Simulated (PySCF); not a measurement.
# How methods differ on the ionisation energy of Ne+

Ne+ [He] 2s2 2p5 (2P) → Ne(2+) [He] 2s2 2p4 (3P), as a difference of total energies. Calculation: PySCF 2.14, in def2-TZVPPD; no relativity, point nucleus. Correlated levels: valence: 1s2 frozen; valence and next inner shell: nothing frozen. The calculations carry no spin-orbit coupling.

Task: Order these methods by the ionisation energy they give, lowest first.
A. SCS-MP2 (valence and next inner shell)
B. wB97M-V
C. r2SCANh
D. r2SCAN

Result: A (40.727 eV), B (40.916 eV), C (41.082 eV), D (41.138 eV).

Errors of the correlated levels include the incompleteness of this basis and the frozen core.

For comparison: 40.963 eV (measured; NIST Atomic Spectra Database, ionization energies).
